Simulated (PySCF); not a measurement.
Electron correlation in Pt⁺ (platinum, charge +1)

[Xe] 4f14 5d8 6s1, high-spin 4F determinant (an excited configuration). Calculation: PySCF 2.14, in aug-cc-pVQZ-PP with ECP60MDF; a scalar-relativistic core potential. Frozen: 5s2 5p6; 9 electrons correlated.

MP2 pair energies summed by pair of shells (mhartree):

| pair | energy | share (%) |
| --- | --- | --- |
| 5d-5d | -221.64 | 82.0 |
| 5d-6s | -48.50 | 18.0 |

Total MP2 correlation energy: -270.15 mhartree.

Same-spin part -99.68 and opposite-spin part -170.46 mhartree; SCS-MP2 scales them by 1/3 and 6/5 to -237.78 mhartree.
